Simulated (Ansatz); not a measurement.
Reaction (ligand exchange at a Ga–N bond): `O/C=[N]/[GaH2]` + HCl → `[Cl][GaH2]` + `N=CO`

Gas-phase electronic energies from Ansatz, PBE0-D4/def2-TZVP geometries. CBS: MP2 limit from def2 TZ/QZ plus the TZ coupled-cluster correction, frozen cores. This one scheme is used for every species. DFT in def2-TZVPP. B3LYP here is the variant with VWN-RPA as its local correlation; programs differ in this. For Ga outer-core shells are correlated without core-valence functions, which leaves a few kJ/mol of doubt a bond. Scalar relativity is left out up to krypton. One conformer a species, not always the lowest.

```json
{"level": "B3LYP", "ΔE (kJ/mol)": "-94.7"}
{"level": "CCSD/CBS(def2)", "ΔE (kJ/mol)": "-93.7"}
```

**Question.** What does CCSD(T)/CBS give? (An estimate is asked.)

**Answer.** The calculation gave: -90.6 kJ/mol. The listed levels differ from it by -4.1, -3.1 kJ/mol.

Largest T1 diagnostic among the species: 0.016.

From r2SCAN to r2SCAN0 (25 % exact exchange), in def2-TZVPP and without D4, ΔE moves by −4.6 kJ/mol. Leaving LDA and LC-ωPBE aside and taking each functional with its dispersion term where it has one, the values, not all of them listed here, spread over 13.1 kJ/mol, from BHLYP-D4 to BLYP-D4. LDA lies +9.2 kJ/mol from PBE without D4. In def2-TZVPP, CCSD(T) changes the Hartree–Fock value by +22.8 kJ/mol (the triples alone add +3.1 kJ/mol) and MP2 by +24.8 kJ/mol.
